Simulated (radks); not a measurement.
Coulomb parameter of the 3d shell of the chromium ion Cr+ in the model configuration [Ar] 3d4 4s1, as a second difference U = [E(n + 0.5) + E(n - 0.5) - 2 E(n)] / (0.5)^2 with all orbitals relaxed. "Bare": the charge of the atom changes with n. "Screened": the 4s shell takes up the change at fixed total charge, which measures U(3d,3d) + U(4s,4s) - 2 U(3d,4s). Calculated with a radial shooting solver on a logarithmic mesh with Libxc functionals: Dirac Kohn-Sham, PBEsol, spin-unpolarised, spherical densities, finite nucleus; open shells are shared between the two j in proportion to 2j + 1; Fermi nuclear charge, rms radius 3.6452 fm.

case	configuration	E - E(n) (eV)
start	[Ar] 3d4 4s1	0.000
bare +0.5	[Ar] 3d4.5 4s1	-5.372
bare -0.5	[Ar] 3d3.5 4s1	8.613
screened +0.5	[Ar] 3d4.5 4s0.5	-0.871
screened -0.5	[Ar] 3d3.5 4s1.5	1.595

U(bare) = 12.962 eV, U(screened by 4s) = 2.896 eV.
